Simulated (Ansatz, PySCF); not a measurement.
This singlet lies 2.56 eV below the relaxed triplet at the level frozen-core CCSD(T)/cc-pVTZ // PBE0-D3(BJ)/def2-TZVP (Ansatz, a program for electronic structure).

Z-matrix (Å, degrees):
```
C
N 1 1.3191
H 2 1.0029 1 118.78
H 2 1.0165 3 118.22 1 180.00
O 1 1.3412 2 107.59 3 -180.00
H 5 0.9595 1 106.77 2 180.00
```
Charge 0, multiplicity 1.

Question: Estimate the dipole moment, total energy and LUMO that PBE-D3(BJ)/def2-TZVP // PBE0-D3(BJ)/def2-TZVP (PySCF 2.14.0) returns for this input.

Answer: 
```json
{
 "dipole_moment": "1.55 D",
 "total_energy": "-169.7157 Ha",
 "LUMO": "-0.55 eV"
}
```
